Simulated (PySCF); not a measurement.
## Ti⁺ (titanium, charge +1) across methods

[Ar] 3d1 4s2, 2D determinant (an excited configuration). Calculation: PySCF 2.14, in aug-cc-pwCVTZ-DK (10s9p7d4f3g, 127 functions); scalar relativity by spin-free X2C-1e.

| method | E (hartree) | mean ε 3d α (eV) | mean ε 4s α (eV) | mean ε 4s β (eV) | Σ⟨r²⟩ (bohr²) | ⟨S²⟩ |
| --- | --- | --- | --- | --- | --- | --- |
| LDA | -851.229 | -16.525 | -12.226 | -11.970 | 33.79 | 0.751 |
| PBEsol | -852.124 | -16.506 | -12.061 | -11.809 | 33.96 | 0.751 |
| PBE0 | -853.135 | -18.692 | -12.762 | -12.524 | 34.13 | 0.751 |
| UHF | -852.40439 | -24.308 | -14.131 | -13.847 | 35.15 | 0.753 |
| M06-L | -853.272 | -16.581 | -12.069 | -11.809 | 33.74 | 0.751 |
| B97-3 | -853.237 | -18.755 | -12.658 | -12.463 | 34.12 | 0.751 |
| PBE | -853.101 | -16.622 | -12.042 | -11.797 | 34.03 | 0.751 |

(1) Estimate the same row for r2SCAN.

Answers

(1) E (hartree) = -853.272; mean ε 3d α (eV) = -17.262; mean ε 4s α (eV) = -12.155; mean ε 4s β (eV) = -11.863; Σ⟨r²⟩ (bohr²) = 34.32; ⟨S²⟩ = 0.753.
